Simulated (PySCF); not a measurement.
## Identify the compound

Molecular formula: C4H11O2PSi2. Simulated spectra:

¹H NMR (300 MHz, computed): δ 8.11 (m, 1H), 6.57 (m, 1H), 6.47 (m, 1H), 6.20 (m, 1H), 4.83 (m, 1H), 4.12 (m, 1H), 1.05 (m, 2H), 0.52 (m, 3H).

¹³C{¹H} NMR (computed): δ 167.1 (CH), 143.9 (CH2), 140.1 (CH), 5.1 (CH3).

PySCF 2.14 calculation with structure optimised with GFN2-xTB and NMR shieldings at PBE0/pcSseg-1/GIAO; in vacuum, averaged over atoms made equivalent by symmetry, fast rotation or ring inversion, relativity neglected, one computed conformer.

References, each an isolated molecule treated in the same way: TMS for ¹H and ¹³C.

What is the structure?

Answers


- 4 carbon signals for 4 carbons: no two carbons are equivalent.
- Carbon types of the structure: 2 × CH, 1 × CH2, 1 × CH3, leaving 4 H on heteroatoms.
- δC 167.1: carbonyl carbon.
- δC 143.9: terminal =CH2 carbon; an sp2 carbon of a C=C bond.
- δC 140.1: alkene CH; an sp2 carbon of a C=C bond.
- δC 5.1: methyl carbon bonded to Si; an electropositive neighbour leaves it electron-rich and shielded.
- δH 6.57: hydrogen on an alkene CH; a vinylic proton, deshielded by the sp2 carbon and the C=C anisotropy.
- δH 6.47, 6.20: hydrogen on a terminal =CH2 carbon; attached to an sp2 carbon and in the plane of the double bond.
- δH 0.52: hydrogen on a methyl carbon bonded to Si; an electropositive neighbour shields it, as in TMS itself.

The compound is SMILES C=C[SiH2][Si@@](C)(P)OC=O.

The data come from this structure; uniqueness wasn't tested.

Splittings by ³¹P in the carbon and heteronuclear signals aren't shown, as no couplings were computed. Shifts are as computed. Against solution values, carbons near 30 ppm lie about +3 ppm off and those near 130 ppm about +5 ppm. Of 1211 compounds with measured shifts, 218 miss one by over three times the rms of a fit or turn the order of signals round; such compounds aren't used in these exercises. No couplings were computed; multiplicities are counted from neighbouring protons, with m where these are inequivalent, close in shift, in a saturated or five-membered ring or joined by F or P, and br s for small geminal =CH2 splittings.
